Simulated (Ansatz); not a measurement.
Input for Ansatz (a first-principles code):
Ansatz 0.2 input:
```yaml
crystal:
  periodic: [false, false, false]
  atoms:
    - {symbol: Cl, position_ang: [-0.00000000, -0.00000000, -0.07394818]}
    - {symbol: H, position_ang: [0.00000000, 0.00000000, 1.25711911]}
basis:
  gaussian:
    orbitals: def2-TZVP
hamiltonian:
  xc: {name: B2PLYP}
total_charge: 1
magnetization: {spin_polarized: true, initial_magnetization: 1}
```

### Question
Predict the number of basis functions from B2PLYP/def2-TZVP in Ansatz.

### Answer
43

### Question
Give the MP2 correlation energy at the level B2PLYP/def2-TZVP.

### Answer
-0.1905 Eh

### Question
Predict the SCF-reference <S^2> from B2PLYP/def2-TZVP.

### Answer
0.756

### Question
Give the total energy at the level B2PLYP/def2-TZVP.

### Answer
-460.2206 Eh
